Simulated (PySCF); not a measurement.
Geometry (Å), atoms numbered from 1 in this order:
```xyz
12

O    -0.125    0.599    2.170
C     0.202    0.547    1.029
C     1.492    0.637    0.230
O     0.740    0.537   -0.979
C    -0.514    0.368   -0.318
C    -1.125   -0.987   -0.547
F    -0.274   -1.959   -0.088
H     2.050    1.585    0.327
H     2.177   -0.215    0.388
H    -1.243    1.164   -0.562
H    -1.296   -1.145   -1.626
H    -2.087   -1.061   -0.011
```

Geometry: PBE0-D3(BJ)/def2-SVP; GIAO absolute shieldings from PySCF, gas phase, non-relativistic, averaged over equivalent atoms.

At B97-D/pcSseg-1 (144 basis functions, 17 s wall time on 1 thread of an Arm Neoverse V2, shared host):
| atoms | σ (ppm) |
| --- | --- |
| O1 | -283.6 |
| O4 | 300.8 |
| C2 | -21.9 |
| C5 | 73.1 |
| C3 | 85.8 |
| C6 | 95.1 |
| F7 | 412.1 |
| H9 | 25.97 |
| H8 | 26.12 |
| H10 | 26.24 |
| H11 | 26.66 |
| H12 | 26.80 |

Problem. Predict the values at PBE0/aug-cc-pVDZ on the same geometry.

Solution. 
```json
{"atoms": "O1", "σ at PBE0/aug-cc-pVDZ": "-255.8", "change": "+27.8"}
{"atoms": "O4", "σ at PBE0/aug-cc-pVDZ": "322.1", "change": "+21.3"}
{"atoms": "C2", "σ at PBE0/aug-cc-pVDZ": "-6.1", "change": "+15.8"}
{"atoms": "C5", "σ at PBE0/aug-cc-pVDZ": "93.2", "change": "+20.1"}
{"atoms": "C3", "σ at PBE0/aug-cc-pVDZ": "107.3", "change": "+21.5"}
{"atoms": "C6", "σ at PBE0/aug-cc-pVDZ": "117.3", "change": "+22.2"}
{"atoms": "F7", "σ at PBE0/aug-cc-pVDZ": "432.4", "change": "+20.3"}
{"atoms": "H9", "σ at PBE0/aug-cc-pVDZ": "25.95", "change": "-0.02"}
{"atoms": "H8", "σ at PBE0/aug-cc-pVDZ": "26.17", "change": "+0.05"}
{"atoms": "H10", "σ at PBE0/aug-cc-pVDZ": "26.05", "change": "-0.19"}
{"atoms": "H11", "σ at PBE0/aug-cc-pVDZ": "26.76", "change": "+0.10"}
{"atoms": "H12", "σ at PBE0/aug-cc-pVDZ": "26.79", "change": "-0.01"}
```

The largest change is at O1 (ketone oxygen). Cost: 206 basis functions, 39 s wall time on 1 thread of an Arm Neoverse N1, shared host. The order of the carbon signals is the same at both levels.
